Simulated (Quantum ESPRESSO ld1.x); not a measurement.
Values are calculated unless marked as measured or tabulated.
All-electron atom: neutral bismuth in [Hg] 6p2 5f1 (not the ground configuration). Code: ld1.x of Quantum ESPRESSO 7.5. Model: Dirac Kohn-Sham, PW91, spin-unpolarised, spherical densities, point nucleus; open shells fill j = l - 1/2 first.

Spin-orbit splittings of the eigenvalues, e(l+1/2) - e(l-1/2), with zeta = 2 splitting/(2l+1) and mean radii in bohr:

shell  occ.  splitting (eV)  zeta (eV)  <r> j=l-1/2  <r> j=l+1/2
2p        6            2321       1547      0.05388      0.06293
3p        6               ?          ?       0.1615       0.1780
3d       10           110.1      44.05       0.1545       0.1595
4p        6           128.1      85.39       0.3777       0.4124
4d       10           23.90      9.559       0.4161       0.4271
4f       14           5.492      1.569       0.4380       0.4442
5p        6           24.69      16.46       0.8853       0.9751
5d       10           3.000      1.200        1.210        1.254
5f        1      0.00001284  3.670e-06        16.86        16.86
6p        2           2.235      1.490        2.603        2.951

Estimate the 3p splitting.

Answer. 519.6 eV (zeta = 346.4 eV).
